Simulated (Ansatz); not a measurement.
`[NH2][Al]([F])[Br]` + `O[SiH3]` → `[NH2][Al]([F])[O][SiH3]` + HBr  (ligand exchange at the Al–Br bond)

Calculated with Ansatz (gas phase, PBE0-D4/def2-TZVP geometries, no zero-point term in ΔE). CCSD(T)/CBS is the MP2 limit (def2-TZVPP, def2-QZVPP) plus CCSD(T) − MP2 in def2-TZVPP, frozen cores. For Br outer-core shells are correlated without core-valence functions, which leaves a few kJ/mol of doubt a bond. Scalar relativity is left out up to krypton. One conformer a species, not always the lowest.

| species | CCSD/def2-TZVPP energy (Eh) |
| --- | --- |
| `[NH2][Al]([F])[Br]` | -2970.49249 |
| `O[SiH3]` | -366.61114 |
| `[NH2][Al]([F])[O][SiH3]` | -763.80509 |
| HBr | -2573.29970 |

(1) Work out ΔE.

Largest T1 diagnostic among the species: 0.011.

Results:

(1) ΔE = (-763.80509) + (-2573.29970) − (-2970.49249) − (-366.61114) = -0.00116 Eh = -0.03 eV. CCSD(T)/CBS gives +0.03 eV.

Leaving LDA and LC-ωPBE aside and taking each functional with its dispersion term where it has one, the values, not all of them listed here, spread over 0.16 eV, from CAM-B3LYP-D4 to HSE06-D4. LDA lies −0.05 eV from PBE without D4. At CCSD(T), def2-SVP lies −0.11 eV from the extrapolated value and def2-TZVPP −0.05 eV.
